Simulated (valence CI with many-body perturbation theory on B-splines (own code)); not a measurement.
**P2+: electric-dipole lines**

Method: valence CI with perturbative core correlation (CI+MBPT): three valence electrons over a frozen Dirac-Fock core [Ne], radial functions for each j: 11 s, 11 p, 10 d, 8 f, 5 g, 2 h, with the one-electron correlation potential Σ1, the two-electron term Σ2, the three-electron term Σ3, Breit, model QED; selected CI, second order for the rest, scaled by the run's own slope (own B-spline code, finite nucleus).

Set against measurement, 13 paired levels are off by 78 cm⁻¹ on average, the worst by 161. These come from a selection out of Martin, Zalubas and Musgrove, J. Phys. Chem. Ref. Data 14, 751 (1985). Levels without a partner in it may be off by more.

Lines 251 to 300 of 589 in falling wavelength, among levels below 27.605 eV, chosen from the strongest by gf and those to the six lowest levels. Wavelengths and rates use the calculated energies, so an error of 80 cm⁻¹ moves a line at 2897 Å by 0.23 % and its rate by three times that or more. Electric multipoles are in the length gauge, E1 and E2 with the static RPA response of the core. Weak lines are less certain than strong ones. Lines between different terms over intervals too small for the method are left out, as are lines whose strength nearly cancels. Where a level lies close to another of its J and parity, the split of strength between their lines is uncertain. The highest levels of a list are the least certain.

Names give the largest LS component (configuration and term), which can be under half, so a name can repeat, a term be missing and a line seem to break the LS rules; names also repeat where a configuration has a term twice. Letters in brackets count levels of one name in rising energy.

| λ vac (Å) | Upper | Lower | A (s⁻¹) | S (a.u.) with core polarisation | S without |
| --- | --- | --- | --- | --- | --- |
| 2961 | 3s2.6d 2D_3/2 | 3s2.4f 2F°_5/2 | 4.74e+06 | 2.43e-01 | 2.44e-01 |
| 2950 | 3s2.6d 2D_5/2 | 3s2.4f 2F°_7/2 | 4.66e+06 | 3.54e-01 | 3.56e-01 |
| 2929 | 3s.3p.4p 2S_1/2 | 3s2.5p 2P°_3/2 | 1.70e+07 | 4.22e-01 | 4.26e-01 |
| 2920 | 3s.3p.3d 2P°_3/2 [a] | 3s2.4d 2D_5/2 | 7.14e+06 | 3.51e-01 | 3.50e-01 |
| 2917 | 3s.3p.4p 2S_1/2 | 3s2.5p 2P°_1/2 | 1.29e+07 | 3.16e-01 | 3.19e-01 |
| 2917 | 3s.3p.3d 2P°_1/2 [a] | 3s2.4d 2D_3/2 | 6.34e+06 | 1.55e-01 | 1.54e-01 |
| 2915 | 3s.3p.4p 2S_1/2 | 3s.3p.4s 4P°_3/2 | 1.13e+07 | 2.76e-01 | 2.78e-01 |
| 2909 | 3s2.5s 2S_1/2 | 3s2.4p 2P°_3/2 | 3.40e+08 | 8.25e+00 | 8.24e+00 |
| 2897 | 3s2.5s 2S_1/2 | 3s2.4p 2P°_1/2 | 1.70e+08 | 4.08e+00 | 4.08e+00 |
| 2889 | 3s.3p.4p 4P_1/2 | 3s.3p.3d 4D°_3/2 | 4.81e+07 | 1.15e+00 | 1.14e+00 |
| 2884 | 3s.3p.4p 4P_1/2 | 3s.3p.3d 4D°_1/2 | 6.42e+07 | 1.52e+00 | 1.51e+00 |
| 2884 | 3s.3p.4p 4P_3/2 | 3s.3p.3d 4D°_5/2 | 6.45e+07 | 3.05e+00 | 3.03e+00 |
| 2879 | 3s.3p.4p 4P_3/2 | 3s.3p.3d 4D°_3/2 | 4.90e+07 | 2.31e+00 | 2.30e+00 |
| 2875 | 3s.3p.4p 4P_3/2 | 3s.3p.3d 4D°_1/2 | 1.01e+07 | 4.74e-01 | 4.72e-01 |
| 2868 | 3s.3p.4p 4P_5/2 | 3s.3p.3d 4D°_7/2 | 1.10e+08 | 7.66e+00 | 7.62e+00 |
| 2864 | 3s.3p.4p 4P_5/2 | 3s.3p.3d 4D°_5/2 | 3.87e+07 | 2.69e+00 | 2.67e+00 |
| 2859 | 3s.3p.4p 4P_5/2 | 3s.3p.3d 4D°_3/2 | 6.20e+06 | 4.29e-01 | 4.27e-01 |
| 2791 | 3s.3p.4p 4P_1/2 | 3s.3p.3d 4P°_1/2 | 2.12e+07 | 4.56e-01 | 4.54e-01 |
| 2782 | 3s.3p.4p 4P_3/2 | 3s.3p.3d 4P°_1/2 | 2.55e+07 | 1.08e+00 | 1.08e+00 |
| 2782 | 3s.3p.4p 4P_1/2 | 3s.3p.3d 4P°_3/2 | 9.48e+07 | 2.02e+00 | 2.01e+00 |
| 2778 | 3s.3p.4p 4S_3/2 | 3s.3p.3d 4D°_5/2 | 5.70e+06 | 2.41e-01 | 2.39e-01 |
| 2773 | 3s.3p.4p 4S_3/2 | 3s.3p.3d 4D°_3/2 | 4.10e+06 | 1.73e-01 | 1.71e-01 |
| 2760 | 3s.3p.4p 4P_3/2 | 3s.3p.3d 4P°_5/2 | 7.58e+07 | 3.14e+00 | 3.13e+00 |
| 2754 | 3s.3p.4p 4P_5/2 | 3s.3p.3d 4P°_3/2 | 2.33e+07 | 1.44e+00 | 1.44e+00 |
| 2741 | 3s.3p.4p 4P_5/2 | 3s.3p.3d 4P°_5/2 | 5.04e+07 | 3.07e+00 | 3.06e+00 |
| 2713 | 3s.3p.4p 2P_3/2 | 3p3 2P°_3/2 | 6.73e+06 | 2.65e-01 | 2.64e-01 |
| 2712 | 3s2.7d 2D_5/2 | 3s2.5p 2P°_3/2 | 3.07e+06 | 1.81e-01 | 1.82e-01 |
| 2702 | 3s2.7d 2D_3/2 | 3s2.5p 2P°_1/2 | 4.12e+06 | 1.61e-01 | 1.61e-01 |
| 2695 | 3s2.6g 2G_7/2 | 3s2.4f 2F°_7/2 | 4.48e+06 | 3.46e-01 | 3.46e-01 |
| 2695 | 3s2.6g 2G_9/2 | 3s2.4f 2F°_7/2 | 1.25e+08 | 1.21e+01 | 1.21e+01 |
| 2695 | 3s2.6g 2G_7/2 | 3s2.4f 2F°_5/2 | 1.21e+08 | 9.34e+00 | 9.34e+00 |
| 2683 | 3s.3p.4p 4S_3/2 | 3s.3p.3d 4P°_1/2 | 3.31e+07 | 1.26e+00 | 1.25e+00 |
| 2674 | 3s.3p.4p 4S_3/2 | 3s.3p.3d 4P°_3/2 | 5.33e+07 | 2.01e+00 | 1.99e+00 |
| 2662 | 3s.3p.4p 4S_3/2 | 3s.3p.3d 4P°_5/2 | 5.61e+07 | 2.09e+00 | 2.07e+00 |
| 2654 | 3s2.8s 2S_1/2 | 3s2.5p 2P°_3/2 | 1.66e+07 | 3.07e-01 | 3.06e-01 |
| 2650 | 3p3 2D°_5/2 | 3s.3p2 2P_3/2 | 7.97e+06 | 4.39e-01 | 4.80e-01 |
| 2644 | 3s2.8s 2S_1/2 | 3s2.5p 2P°_1/2 | 1.27e+07 | 2.31e-01 | 2.31e-01 |
| 2642 | 3s2.8s 2S_1/2 | 3s.3p.4s 4P°_3/2 | 1.12e+07 | 2.04e-01 | 2.04e-01 |
| 2637 | 3s.3p.3d 2F°_7/2 [b] | 3s2.4d 2D_5/2 | 2.57e+06 | 1.86e-01 | 1.84e-01 |
| 2633 | 3s.3p.3d 2F°_5/2 [b] | 3s2.4d 2D_3/2 | 2.73e+06 | 1.48e-01 | 1.46e-01 |
| 2628 | 3p3 2D°_3/2 | 3s.3p2 2P_1/2 | 6.88e+06 | 2.46e-01 | 2.69e-01 |
| 2427 | 3s2.4p 2P°_3/2 | 3s.3p2 2S_1/2 | 4.17e+06 | 1.18e-01 | 1.18e-01 |
| 2269 | 3s.3p.4p 2D_5/2 | 3p3 2P°_3/2 | 3.68e+06 | 1.27e-01 | 1.28e-01 |
| 2231 | 3s2.7p 2P°_3/2 | 3s2.4d 2D_5/2 | 6.91e+06 | 1.52e-01 | 1.51e-01 |
| 2223 | 3s2.6f 2F°_7/2 | 3s2.4d 2D_5/2 | 6.61e+07 | 2.87e+00 | 2.87e+00 |
| 2222 | 3s2.6f 2F°_5/2 | 3s2.4d 2D_3/2 | 6.11e+07 | 1.99e+00 | 1.99e+00 |
| 2222 | 3s2.6f 2F°_5/2 | 3s2.4d 2D_5/2 | 4.37e+06 | 1.42e-01 | 1.43e-01 |
| 2106 | 3s.3p.4p 4D_1/2 | 3s.3p.3d 4F°_3/2 | 2.15e+08 | 1.98e+00 | 1.96e+00 |
| 2103 | 3s.3p.4p 4D_3/2 | 3s.3p.3d 4F°_5/2 | 1.97e+08 | 3.62e+00 | 3.59e+00 |
| 2098 | 3s.3p.4p 4D_3/2 | 3s.3p.3d 4F°_3/2 | 4.88e+07 | 8.90e-01 | 8.82e-01 |
